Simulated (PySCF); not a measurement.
From one molecule to another.

First species: C6H14Ge.
InChI=1S/C6H14Ge/c1-5(2)7-6(3)4/h6H,1,7H2,2-4H3

Second species: C6H6N2O2.
InChI=1S/C6H6N2O2/c1-10-6(9)5-2-3-7-8-4-5/h2-4H,1H3

Levels: CAM-B3LYP/def2-SVPD for dipole moment, HOMO energy, LUMO energy, HOMO–LUMO gap, static isotropic polarisability and electronic spatial extent ⟨r²⟩ about the centre of nuclear charge; TDDFT CAM-B3LYP/def2-SVPD for lowest singlet excitation; PBE0-D3(BJ)/def2-SVP for rotational constant A and rotational constant C. Geometries: PBE0-D3(BJ)/def2-SVP. Each species is one conformer at its optimised geometry, gas phase, non-relativistic unless stated. Electronic properties by PySCF.

The conformers computed, where there is a choice (atom-mapped SMILES and torsion angles):
- `[CH2:1]=[C:2]([CH3:3])[GeH2:4][CH:5]([CH3:6])[CH3:7]`: C1–C2–Ge4–C5 -113°, C2–Ge4–C5–C6 57°
- `[CH3:1][O:2][C:3](=[O:4])[c:5]1[cH:6][cH:7][n:8][n:9][cH:10]1`: C1–O2–C3–O4 0°, O2–C3–C5–C6 0°

| property | column X | column Y |
| --- | --- | --- |
| dipole moment | 0.86 D | 5.32 D |
| HOMO energy | -8.56 eV | -8.47 eV |
| LUMO energy | 1.03 eV | -1.36 eV |
| HOMO–LUMO gap | 9.59 eV | 7.11 eV |
| lowest singlet excitation | 6.62 eV | 3.33 eV |
| static isotropic polarisability | 105.9 au | 88.5 au |
| electronic spatial extent ⟨r²⟩ about the centre of nuclear charge | 1344 bohr² | 1562 bohr² |
| rotational constant A | 2.795 GHz | 3.741 GHz |
| rotational constant C | 1.026 GHz | 0.691 GHz |

Task: Which column belongs to which species?

Result: Column X is the first species and column Y the second. The first has 21 atoms and 82 electrons, the second 16 and 72.

Task: How does each property change from the first species to the second?

Result: dipole moment +4.46 D; HOMO energy +0.09 eV; LUMO energy -2.39 eV; HOMO–LUMO gap -2.48 eV; lowest singlet excitation -3.29 eV; static isotropic polarisability -17.4 au; electronic spatial extent ⟨r²⟩ about the centre of nuclear charge +218 bohr²; rotational constant A +0.946 GHz; rotational constant C -0.335 GHz.

On the first: No computed singlet falls in the visible range (750 to 380 nm, 1.65 to 3.26 eV); S1 lies 3.36 eV above its blue end. The polarisability is 15.69 Å³ as a volume (1 au = 0.148185 Å³), or 1.29 au for each of the 82 electrons. Relativistic effects, spin–orbit coupling among them, are left out although an element past zinc is present.

On the second: The polarisability is 13.12 Å³ as a volume (1 au = 0.148185 Å³), or 1.23 au for each of the 72 electrons. S1 lies 3.78 eV below the HOMO–LUMO gap; its leading configuration is HOMO→LUMO, weight 0.94.
